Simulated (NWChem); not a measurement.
# CH4BF; SMILES CBF

All runs: NWChem. Pople sets run with spherical d functions. The geometry was optimised at PBE0/def2-SVP.

Question: Order these by “highest occupied level (eV)”, lowest first: B3LYP/6-31G*; B3LYP/STO-3G; B3LYP/6-31+G*.

Answer: B3LYP/6-31+G* (-8.75), B3LYP/6-31G* (-8.42), B3LYP/STO-3G (-5.74)
